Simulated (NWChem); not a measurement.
AlHSF₂; SMILES [F][Al]([F])[SH]

```xyz
5

Al     0.0070     0.4780     0.0000
F     -1.3582     1.3983     0.0000
F      1.4771     1.2242     0.0000
S     -0.1435    -1.6907     0.0000
H      1.1969    -1.8708     0.0000
```
Atoms are numbered in this order, from 1.

All runs: NWChem. Pople sets run with spherical d functions. The geometry was optimised at B3LYP/6-31G* (spherical d). Vzz is the largest principal value of the second derivative of the potential at the nucleus (NWChem prints the opposite sign); η is the asymmetry. Non-relativistic.

```csv
level,Vzz Al1 (a.u.),η Al1,Vzz S4 (a.u.),η S4
PBE/6-31G*,0.673,0.17,-1.609,0.93
PBE/cc-pVTZ,0.955,0.05,1.495,0.98
Hartree-Fock/cc-pVTZ,1.056,0.03,1.711,0.77
Hartree-Fock/def2-SVP,0.841,0.05,1.712,0.84
```
